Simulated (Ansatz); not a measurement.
Reactions of C3H10Sn (`[CH3][SnH]([CH3])[CH3]`).

Calculated with Ansatz (gas phase, PBE0-D4/def2-TZVP geometries, no zero-point term in ΔE). CCSD(T)/CBS adds triple-zeta CCSD(T) − MP2 to the extrapolated MP2 energy (def2 sets, frozen cores). This one scheme is used for every species. Elements past krypton have def2 core potentials. For Br, Ge, Sn outer-core shells are correlated without core-valence functions, which leaves a few kJ/mol of doubt a bond. Scalar relativity is left out up to krypton. One conformer a species, not always the lowest.

Q: Order these by ΔE at CCSD(T)/CBS, lowest first. (Estimate.)
A. `[CH3][SnH]([CH3])[CH3]` + `C[SiH](N)O` → `CN[SiH](C)O` + `[CH3][SnH2][CH3]`
B. `[CH3][SnH]([CH3])[CH3]` + `O[Si](O)([SiH3])Br` → `[CH3][Sn]([CH3])([CH3])[Br]` + `O[SiH](O)[SiH3]`
C. `[CH3][SnH]([CH3])[CH3]` + `C=NC(=N)O` → `C=N/C(O)=N\C` + `[CH3][SnH2][CH3]`
D. `[CH3][SnH]([CH3])[CH3]` + `[OH][Ge][F]` → `C[O][Ge][F]` + `[CH3][SnH2][CH3]`

A: B (-19.2 kJ/mol), C (+60.9 kJ/mol), A (+70.7 kJ/mol), D (+86.5 kJ/mol).

Largest T1 diagnostic: 0.015, for `C[O][Ge][F]`.
